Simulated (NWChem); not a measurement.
System: AlH₂OCl; SMILES [AlH]([OH])[Cl]

```xyz
5

Al    -0.5357     0.5412     0.0000
H     -2.0723     0.8467     0.0000
Cl     0.1851    -1.4358     0.0000
O      0.5481     1.8400     0.0000
H      1.5058     1.8066     0.0000
```
Atoms are numbered in this order, from 1.

Computed with NWChem. Pople sets run with spherical d functions. All runs use the structure optimised with PBE0/def2-SVP. Ions are spin-unrestricted doublets at the neutral geometry; other ion states weren't tried.

```json
[
 {"level": "B3LYP/6-31G*", "−ε(HOMO) (eV)": "8.70"},
 {"level": "PBE/6-31G*", "−ε(HOMO) (eV)": "7.53"},
 {"level": "LDA (Slater exchange, VWN5)/6-31G*", "−ε(HOMO) (eV)": "7.64"},
 {"level": "M06-2X/6-31G*", "−ε(HOMO) (eV)": "10.33"},
 {"level": "PBE0/6-31G*", "−ε(HOMO) (eV)": "9.02"}
]
```
